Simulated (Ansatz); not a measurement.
C4H2F4, SMILES `FC1(F)C=CC1(F)F`. Total charge 0; spin multiplicity 1.

Cartesian coordinates in Å:
```
F 0.2653 -0.4449 -1.9790
C -0.1008 -0.6293 -0.6994
F -0.8663 -1.7327 -0.6571
C 0.9916 -0.5356 0.3272
C 0.4741 0.5373 0.9294
C -0.7076 0.6283 0.0066
F -0.7840 1.7307 -0.7578
F -1.9160 0.4431 0.5640
H 1.8727 -1.1406 0.4919
H 0.7710 1.1437 1.7742
```

Task: What are the harmonic wavenumbers in cm⁻¹ at PBE0-D4/def2-TZVP (Ansatz, finite differences of forces, unscaled)? (An estimate is asked.)

Result: The calculation gave: 122, 209, 280, 351, 370, 436, 504, 618, 625, 735, 775, 830, 987, 1046, 1075, 1177, 1178, 1193, 1195, 1366, 1373, 1640, 3236, 3262.

Task: Is this a minimum?

Result: Yes, all 24 modes are real.

Task: Give the ideal-gas thermochemistry at 298.15 K and 1 bar (rigid rotor, harmonic oscillator; point group C2v, symmetry number 2).

Result: Zero-point energy 147.0 kJ/mol; H(298) − E = 166.5 kJ/mol; entropy 331.3 J/(mol·K), of which translation 169.2, rotation 110.4, vibration 51.7; G(298) − E = 67.7 kJ/mol.

Task: And at 400, 500, 600, 800 and 1000 K?

Result: 
```
T (K)  H − E (kJ/mol)  S (J/mol/K)  G − E (kJ/mol)
  400           178.6        366.0            32.2
  500           192.6        397.3            -6.0
  600           208.3        425.9           -47.2
  800           243.3        476.1          -137.5
 1000           281.4        518.5          -237.1
```
